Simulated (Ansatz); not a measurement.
`CC[Si]O` → `C[SiH2]C=O`  (isomerisation)

Gas-phase electronic energies from Ansatz, PBE0-D4/def2-TZVP geometries. CCSD(T)/CBS is the MP2 limit (def2-TZVPP, def2-QZVPP) plus CCSD(T) − MP2 in def2-TZVPP, frozen cores. DFT in def2-TZVPP. B3LYP here is the variant with VWN-RPA as its local correlation; programs differ in this. HSE06 is defined as in plane-wave codes. Each species was taken in one conformer, which may not be the lowest.

| level | ΔE (kcal/mol) | difference from CCSD(T)/CBS |
| --- | --- | --- |
| PBE-D4 | 16.4 | -2.2 |
| revPBE-D4 | 15.3 | -3.3 |
| BLYP-D4 | 15.2 | -3.4 |
| B3LYP-D4 | 16.3 | -2.3 |
| ωB97M-V | 19.4 | 0.8 |
| B2PLYP | 16.3 | -2.3 |
| PBE-QIDH | 17.9 | -0.7 |
| BLYP | 14.2 | -4.4 |
| r2SCAN | 14.9 | -3.7 |
| PBE0 | 17.1 | -1.5 |
| r2SCAN0 | 16.8 | -1.8 |
| HSE06 | 17.2 | -1.4 |
| RPA@PBE/def2-TZVPP | 16.6 | -2.0 |
| HF/def2-SVP | 10.0 | -8.6 |
| CCSD/def2-SVP | 13.9 | -4.7 |
| HF/CBS(def2) | 12.2 | -6.4 |
| CCSD(T)/CBS | 18.6 | 0 |

What do rigid-rotor, harmonic-oscillator terms from PBE0-D4/def2-TZVP frequencies (298.15 K, 1 bar) make of the CCSD(T)/CBS value? (Estimate.)

The calculation gave: ΔZPE = -4.6 kcal/mol, ΔH = +14.3 kcal/mol, ΔS = 11 J/(mol·K), ΔG = +13.6 kcal/mol.

Largest T1 diagnostic among the species: 0.014.

At CCSD(T), def2-SVP lies −5.6 kcal/mol from the extrapolated value and def2-TZVPP −0.9 kcal/mol. From r2SCAN to r2SCAN0 (25 % exact exchange), in def2-TZVPP and without D4, ΔE moves by +2.0 kcal/mol.
